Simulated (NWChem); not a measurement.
System meant: ZnHSCl; SMILES [SH][Zn][Cl]

The following NWChem deck was run.

```
start job
memory heap 200 mb stack 900 mb global 1100 mb
geometry units angstroms noautoz
  Zn    -0.126411    -0.069360     0.000000
  Cl     0.023667     2.037988     0.000000
  S     -0.305880    -2.234399     0.000000
  H      1.050781    -2.384800     0.000000
end
basis spherical
  Zn library def2-svp
  Cl library def2-svp
  S library def2-svp
  H library def2-svp
end
dft
  xc pbe0
  iterations 4
  mulliken
end
task dft energy
```

End of the output:

```
    Atom       Charge   Shell Charges
 -----------   ------   -------------------------------------------------------
    1 Zn  30    29.55   2.00  2.00  1.95  0.66  0.20  5.99  5.91  0.85  7.78  2.20  0.00
    2 Cl  17    17.26   2.00  1.96  1.06  0.85  5.82  2.25  3.32  0.01
    3 S   16    16.17   2.00  1.95  1.00  0.72  5.81  1.87  2.76  0.05
    4 H    1     1.01   0.61  0.32  0.08

 center of mass
 --------------
 x =  -0.01957912 y =   0.06285381 z =   0.00000000

 moments of inertia (a.u.)
 ------------------
        1113.883594125368          -0.000000000000           0.000000000000
          -0.000000000000           6.496165811172           0.000000000000
           0.000000000000           0.000000000000        1120.379759936540

     Multipole analysis of the density
     ---------------------------------

     L   x y z        total         alpha         beta         nuclear
     -   - - -        -----         -----         ----         -------
     0   0 0 0     -0.000000    -32.000000    -32.000000     64.000000

     1   1 0 0      0.360753      0.180377      0.180377     -0.000000
     1   0 1 0     -0.349095     -0.174547     -0.174547     -0.000000
     1   0 0 1      0.000000      0.000000      0.000000      0.000000

     2   2 0 0    -26.933388    -16.634592    -16.634592      6.335796
     2   1 1 0     -1.860894      1.675505      1.675505     -5.211905
     2   1 0 1      0.000000      0.000000      0.000000      0.000000
     2   0 2 0    -37.142608   -297.709764   -297.709764    558.276919
     2   0 1 1     -0.000000     -0.000000     -0.000000      0.000000
     2   0 0 2    -29.515837    -14.757919    -14.757919      0.000000

 ------------------------------------------------------------------------
 dft energy failed                                                                                  0
 ------------------------------------------------------------------------
 ------------------------------------------------------------------------
  current input line :
    20: task dft energy
 ------------------------------------------------------------------------
 ------------------------------------------------------------------------
 This type of error is most commonly associated with calculations not reaching convergence criteria
 ------------------------------------------------------------------------
 For more information see the NWChem manual at https://nwchemgit.github.io

0:dft energy failed:Received an Error in Communication
```

Problem. What is wrong, and how is it mended?

Solution. The run did not converge; its last values are not results. Cause: the SCF was allowed too few iterations. This input runs:
```
start job
memory heap 200 mb stack 900 mb global 1100 mb
geometry units angstroms noautoz
  Zn    -0.126411    -0.069360     0.000000
  Cl     0.023667     2.037988     0.000000
  S     -0.305880    -2.234399     0.000000
  H      1.050781    -2.384800     0.000000
end
basis spherical
  Zn library def2-svp
  Cl library def2-svp
  S library def2-svp
  H library def2-svp
end
dft
  xc pbe0
  iterations 150
  mulliken
end
task dft energy
```
It converges to -2637.41016 Ha (PBE0/def2-SVP).
